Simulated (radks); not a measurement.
Species: F VII. Configuration: [He] 2s1.

Method: scalar-relativistic Kohn-Sham, r2SCAN, spin-polarised, spherical densities, finite nucleus; open shells are filled with parallel spins first; meta-GGA in the generalised Kohn-Sham scheme; Fermi nuclear charge, rms radius 2.8976 fm; computed with a radial shooting solver on a logarithmic mesh with Libxc functionals.

Energy parts (eV):
total: -2242.518
kinetic: 2245.565
electron-nucleus: -4717.828
Hartree: 397.647
exchange-correlation: -167.902

Orbitals (lengths in bohr, moments of r in powers of bohr; <r^-3> diverges for s and p1/2):
orbital	occ.	eigenvalue (eV)	<r^-3>	<r^2>	<r>
1s up	1	-864.5344	-	0.04093	0.1744
1s down	1	-862.8506	-	0.04095	0.1746
2s up	1	-174.5519	-	0.7014	0.7755

The highest occupied level is 2s up at -174.55 eV. The electron density at the nucleus is 465.7 e/bohr^3 (large components only). The spin density at the nucleus is 21.57 e/bohr^3 (1s 0.83, 2s 20.74). Summed over all electrons, <r^2> = 0.7833 bohr^2, which gives a Langevin (diamagnetic) susceptibility term of -0.62 x 10^-6 cm^3/mol. For comparison, the ionisation energy in NIST's Atomic Spectra Database is 185.19 eV (measured). In exact Kohn-Sham theory the highest level is minus the ionisation energy, but local and semilocal functionals leave it too shallow, through self-interaction and a potential that decays too fast; potentials with the right tail come closer. The density falls to 0.001 e/bohr^3 at r = 1.73 bohr.
